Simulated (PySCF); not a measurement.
# C₆ coefficients of unlike pairs at PBEsol

Calculated with PySCF 2.14 from the dipole response of each species, C₆(A,B) = (3/π) ∫ α_A(iu) α_B(iu) du, in atomic units, from isotropic polarisabilities. For ions this is the dispersion term alone; charge-induced terms of lower order in 1/R come first.

```
species      configuration                                                                             basis     relativity  α (bohr³)  C₆ (like pair)
    P³⁺      [Ne] 3s2 (1S)                                                         aug-cc-pVTZ-DK (6s5p3d2f)  spin-free X2C      6.592           16.36
   Zn³⁺      [Ar] 3d9 (2D)                                                           dyall-av2z (16s12p7d2f)           none      1.459           3.143
   Cl³⁺  [Ne] 3s2 3p2 (3P)                                                          dyall-acv3z (19s12p6d4f)  spin-free X2C      4.337           11.75
   Mn²⁺      [Ar] 3d5 (6S)  aug-cc-pVTZ with one added diffuse shell each of s, p, d, f, g type (9s8p6d4f3g)           none      4.125           12.24
```

Q: Estimate C₆ for Mn²⁺ with Cl³⁺.

A: The integral gives 11.82. The combination rule 2 C_A C_B / (C_A α_B/α_A + C_B α_A/α_B) gives 11.97 and the geometric mean 11.99.

No spin-orbit coupling is included.

The other pairs:

```
      pair     C₆
 Cl³⁺, P³⁺  13.43
 Zn³⁺, P³⁺  5.735
Cl³⁺, Zn³⁺  5.519
Mn²⁺, Zn³⁺  5.976
 Mn²⁺, P³⁺  13.11
```
